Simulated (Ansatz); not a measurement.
TTF (C₆H₄S₄). Total charge 0; triplet. Geometry PBE0-D4/def2-SVP, that of the neutral singlet; atoms count from 1.

```xyz
14

C    -0.117   -0.002    3.242
C    -0.474   -1.260    2.952
S    -0.554   -1.720    1.270
C    -0.067   -0.133    0.659
C     0.059    0.135   -0.659
S    -0.248   -1.071   -1.916
C     0.120    0.001   -3.242
C     0.477    1.259   -2.952
S     0.545    1.722   -1.271
S     0.239    1.074    1.915
H    -0.033    0.399    4.253
H    -0.719   -2.021    3.695
H     0.042   -0.402   -4.253
H     0.729    2.018   -3.694
```

At PBE0-D4/def2-TZVP a singlet of charge 0 lies 2.29 eV below the triplet at the same geometry.

(1) Estimate the Mulliken populations from the PBE0/def2-TZVP orbitals of Ansatz.

(2) Where does the spin sit?

(3) And the Mayer bond orders between heavy atoms (over 0.3)?

Answers

(1) 
```json
{"atom": "C1", "charge (e)": "-0.16", "spin (α − β)": "0.06"}
{"atom": "C2", "charge (e)": "-0.16", "spin (α − β)": "0.06"}
{"atom": "S3", "charge (e)": "-0.02", "spin (α − β)": "0.38"}
{"atom": "C4", "charge (e)": "0.05", "spin (α − β)": "0.12"}
{"atom": "C5", "charge (e)": "0.05", "spin (α − β)": "0.12"}
{"atom": "S6", "charge (e)": "-0.02", "spin (α − β)": "0.38"}
{"atom": "C7", "charge (e)": "-0.16", "spin (α − β)": "0.06"}
{"atom": "C8", "charge (e)": "-0.16", "spin (α − β)": "0.06"}
{"atom": "S9", "charge (e)": "-0.02", "spin (α − β)": "0.38"}
{"atom": "S10", "charge (e)": "-0.02", "spin (α − β)": "0.38"}
{"atom": "H11", "charge (e)": "0.15", "spin (α − β)": "0.00"}
{"atom": "H12", "charge (e)": "0.15", "spin (α − β)": "0.00"}
{"atom": "H13", "charge (e)": "0.15", "spin (α − β)": "0.00"}
{"atom": "H14", "charge (e)": "0.15", "spin (α − β)": "0.00"}
```
Mulliken values depend strongly on the basis.

(2) Summed by element: C 0.48, S 1.53, H -0.01, of 2 unpaired in all. Largest on single atoms: S10 0.38, S9 0.38, S3 0.38.

(3) C1–C2 1.81 (1.34 Å); C1–S10 1.11 (1.74 Å); C2–S3 1.11 (1.74 Å); S3–C4 1.19 (1.77 Å); C4–C5 1.39 (1.35 Å); C4–S10 1.19 (1.77 Å); C5–S6 1.19 (1.77 Å); C5–S9 1.19 (1.77 Å); S6–C7 1.11 (1.74 Å); C7–C8 1.81 (1.34 Å); C8–S9 1.11 (1.74 Å).
